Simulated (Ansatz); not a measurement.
Stepwise reaction of `[CH3][Ge]([CH3])([F])[Cl]` with hydrogen, as a gas-phase model of exchange steps in deposition or etching. ΔE in kJ/mol.

Isolated molecules relaxed with PBE0-D4/def2-TZVP in Ansatz; ΔE leaves out vibrations. CCSD(T)/CBS adds triple-zeta CCSD(T) − MP2 to the extrapolated MP2 energy (def2 sets, frozen cores). This one scheme is used for every species. DFT in def2-TZVPP. B3LYP here is the variant with VWN-RPA as its local correlation; programs differ in this. For Ge outer-core shells are correlated without core-valence functions, which leaves a few kJ/mol of doubt a bond. Scalar relativity is left out up to krypton.

```csv
step,reaction,PBE-D4,B3LYP-D4,ωB97M-V,CCSD(T)/CBS
1,`[CH3][Ge]([CH3])([F])[Cl]` + H₂ → `[CH3][GeH]([F])[Cl]` + CH₄,-20.0,-23.7,-21.3,-18.1
2,`[CH3][GeH]([F])[Cl]` + H₂ → `[F][GeH2][Cl]` + CH₄,-18.7,-22.8,-20.3,-16.4
```

Q: By hand: ΔE of the 2 steps together at CCSD(T)/CBS.

A: (-18.1) + (-16.4) = -34.5 kJ/mol, or -17.2 kJ/mol a step.

In ΔE the steps differ by no more than 1.7 kJ/mol. All are downhill at CCSD(T)/CBS. PBE-D4 differs from CCSD(T)/CBS by -2.3 to -1.9 kJ/mol a step. Isolated molecules leave out the surface, adducts and barriers. Largest T1 diagnostic: 0.011.
